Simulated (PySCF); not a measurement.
# Bond curve of HI

Set-up: PySCF, scalar-relativistic core potentials, basis sets H def2-SVPD, I def2-SVPD with ECP28. Energies in eV from H + I in their ground configurations at the same level. State: ¹Σ⁺ (singlet), closed shell.

All columns are M06. A positive dipole means H(−)I(+).

```json
{"R (Å)": "1.392", "E (eV)": "-2.618", "μ (D)": "-0.45", "Mulliken charge on H (basis-dependent)": "-0.01", "HOMO (eV)": "-7.85", "LUMO (eV)": "-0.15", "Mayer bond order": "1.07", "⟨S²⟩": "0.00"}
{"R (Å)": "1.457", "E (eV)": "-3.032", "μ (D)": "-0.43", "Mulliken charge on H (basis-dependent)": "0.01", "HOMO (eV)": "-7.84", "LUMO (eV)": "-0.31", "Mayer bond order": "1.08", "⟨S²⟩": "0.00"}
{"R (Å)": "1.522", "E (eV)": "-3.273", "μ (D)": "-0.42", "Mulliken charge on H (basis-dependent)": "0.02", "HOMO (eV)": "-7.83", "LUMO (eV)": "-0.53", "Mayer bond order": "1.08", "⟨S²⟩": "0.00"}
{"R (Å)": "1.570", "E (eV)": "-3.365", "μ (D)": "-0.41", "Mulliken charge on H (basis-dependent)": "0.03", "HOMO (eV)": "-7.82", "LUMO (eV)": "-0.72", "Mayer bond order": "1.08", "⟨S²⟩": "0.00"}
{"R (Å)": "1.619", "E (eV)": "-3.398", "μ (D)": "-0.40", "Mulliken charge on H (basis-dependent)": "0.03", "HOMO (eV)": "-7.81", "LUMO (eV)": "-0.94", "Mayer bond order": "1.08", "⟨S²⟩": "0.00"}
{"R (Å)": "1.668", "E (eV)": "-3.382", "μ (D)": "-0.39", "Mulliken charge on H (basis-dependent)": "0.03", "HOMO (eV)": "-7.80", "LUMO (eV)": "-1.16", "Mayer bond order": "1.08", "⟨S²⟩": "0.00"}
{"R (Å)": "1.732", "E (eV)": "-3.303", "μ (D)": "-0.39", "Mulliken charge on H (basis-dependent)": "0.03", "HOMO (eV)": "-7.80", "LUMO (eV)": "-1.47", "Mayer bond order": "1.08", "⟨S²⟩": "0.00"}
{"R (Å)": "1.813", "E (eV)": "-3.135", "μ (D)": "-0.39", "Mulliken charge on H (basis-dependent)": "0.03", "HOMO (eV)": "-7.79", "LUMO (eV)": "-1.85", "Mayer bond order": "1.07", "⟨S²⟩": "0.00"}
{"R (Å)": "1.910", "E (eV)": "-2.867", "μ (D)": "-0.39", "Mulliken charge on H (basis-dependent)": "0.03", "HOMO (eV)": "-7.78", "LUMO (eV)": "-2.31", "Mayer bond order": "1.07", "⟨S²⟩": "0.00"}
{"R (Å)": "2.040", "E (eV)": "-2.447", "μ (D)": "-0.39", "Mulliken charge on H (basis-dependent)": "0.04", "HOMO (eV)": "-7.78", "LUMO (eV)": "-2.91", "Mayer bond order": "1.06", "⟨S²⟩": "0.00"}
```

A fit through these points gives, at Re = 1.626 Å, μ = -0.40 D and dμ/dR = 0.123 D/Å; the reduced mass is 0.9999 u.

Q: How strong is the fundamental in the double-harmonic approximation, I = 42.26·(dμ/dR)²/μred km/mol?

A: I = 42.26·(0.123)²/0.9999 = 0.639 km/mol at M06.

Spin–orbit coupling is left out, which matters for elements this heavy, above all for dissociation energies.
